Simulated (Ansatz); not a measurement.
The cluster Na₈P⁻, relaxed as a singlet with RKS PBE0-D4/def2-SVPD in Ansatz, starting from the GFN2-xTB geometry. Force threshold 0.02 eV/Å.

The restricted singlet is unstable towards broken spin symmetry in Hartree–Fock (as tested in another run); at PBE0-D4/def2-SVPD this wasn't settled. Another isomer (singlet) lies 0.27 eV lower at PBE0-D4/def2-TZVPD; other spin states weren't run for this one.

Start:

Cartesian coordinates in Å:
```
P -1.104 -0.186 -0.462
Na -0.370 -4.372 0.051
Na 0.242 3.182 0.751
Na 2.643 -1.395 1.440
Na -0.512 -1.724 1.436
Na 2.896 1.429 1.049
Na -1.932 1.872 -1.262
Na -2.260 -2.244 -0.848
Na 0.397 3.439 -2.155
```

Estimate the energy that the relaxation releases and the steps that it takes.

2.70 eV, in 35 steps; 3.8 min on 4 threads of Arm Neoverse V1 on a shared host. No frequencies were taken in this run, so the end may be a saddle point.

Does the start keep its bonding?

Bonds formed: P1–Na3, P1–Na9, Na2–Na4, Na5–Na6 (atoms count from 1). Metal–metal contacts that move far: Na5–Na9 6.35 to 3.32 Å, Na8–Na9 6.41 to 3.73 Å, Na3–Na5 5.01 to 3.66 Å, Na7–Na9 2.95 to 4.05 Å, Na4–Na5 3.17 to 3.83 Å, Na3–Na7 3.24 to 3.87 Å.

Predict the relaxed structure.


Cartesian coordinates in Å:
```
P -1.6020 0.8326 -0.1318
Na 0.4356 -3.6573 -0.5790
Na -0.3498 2.9342 0.9761
Na 3.3301 -1.9827 0.8102
Na -0.1732 -0.6650 1.6291
Na 2.9489 1.5004 1.7215
Na -2.7843 2.2624 -1.9623
Na -2.5240 -1.5171 -1.0396
Na 0.7187 0.2924 -1.4242
```
Bond lengths (bridged metal pairs left out): 7 × Na–Na 3.62 to 3.83 Å; 5 × Na–P 2.61 to 2.72 Å.
